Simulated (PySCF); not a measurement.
Species: SiCl3(SBu), C4H9Cl3SSi.
Z-matrix (Å and degrees, PBE0-D3(BJ)/def2-SVP geometry), rows numbered from 1:
```
C 
C   1  1.5193
C   2  1.5211  1  112.76
C   3  1.5185  2  115.16  1  -179.24
S   4  1.8412  3  115.94  2    54.88
Si  5  2.1018  4  101.65  3    62.96
Cl  6  2.0416  5  106.89  4   163.08
Cl  6  2.0567  5  114.31  4   -77.63
Cl  6  2.0530  5  111.34  4    43.08
H   1  1.1002  2  111.44  3  -179.29
H   1  1.1017  2  110.87  3    60.97
H   1  1.1020  2  111.66  3   -58.93
H   2  1.1024  1  109.64  3  -121.40
H   2  1.1045  1  110.21  3   122.39
H   3  1.1038  2  109.59  1   -55.24
H   3  1.1048  2  109.78  1    60.02
H   4  1.0995  3  111.40  2   178.19
H   4  1.1011  3  111.23  2   -61.73
```

The closed-shell ground state was solved at several levels (PySCF, density fitting, gas phase, non-relativistic).

| level | basis functions | total energy (Eh) | HOMO (eV) | LUMO (eV) | gap (eV) | dipole (D) |
| --- | --- | --- | --- | --- | --- | --- |
| KT2/pcSseg-1 | 233 | -2244.8415 | -6.57 | -1.72 | 4.85 | 2.56 |
| PBE0/pcSseg-1 | 233 | -2225.3080 | -7.74 | -0.63 | 7.11 | 2.66 |

What might B3LYP/def2-SVPD (284 basis functions) give for the same quantities?

Total energy -2225.6649 Eh, HOMO -7.38 eV, LUMO -1.01 eV, gap 6.37 eV, dipole 2.50 D.

Over all these levels, which gives the widest orbital gap and which the narrowest?

PBE0/pcSseg-1 (global hybrid, 25 % exact exchange) has the widest, 7.11 eV, and KT2/pcSseg-1 (GGA) the narrowest, 4.85 eV. The two share the basis. From the narrowest to the widest the HOMO moves by -1.17 eV and the LUMO by +1.09 eV.

How far do the dipole and the HOMO energy spread over the levels?

The dipole runs from 2.50 to 2.66 D (mean 2.57 D) and the HOMO from -7.74 to -6.57 eV.

One conformer stands for the species.
